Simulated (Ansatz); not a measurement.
Al2F2H4 (`[F+]1[AlH2-][F+][AlH2-]1`). The species carries charge 0 and has multiplicity 1.

```xyz
8

F     0.193    0.651   -0.964
Al    0.124    1.143    0.796
F    -0.192   -0.651    0.964
Al   -0.123   -1.143   -0.796
H     1.572    1.474    1.309
H    -1.204    1.939    1.069
H    -1.573   -1.473   -1.308
H     1.203   -1.940   -1.070
```

Problem. List the harmonic frequencies (cm⁻¹, unscaled) at PBE0-D4/def2-TZVP in Ansatz. (Estimate.)

Solution. Ansatz gave: 119, 361, 394, 410, 442, 471, 490, 548, 573, 578, 666, 724, 743, 779, 1973, 1981, 1987, 1992.

Problem. Is this a minimum?

Solution. Yes, all 18 modes are real.

Problem. Give the ideal-gas thermochemistry at 298.15 K and 1 bar (rigid rotor, harmonic oscillator; point group D2h, symmetry number 4).

Solution. Zero-point energy 91.1 kJ/mol; H(298) − E = 109.9 kJ/mol; entropy 307.8 J/(mol·K), of which translation 165.8, rotation 95.8, vibration 46.2; G(298) − E = 18.1 kJ/mol.
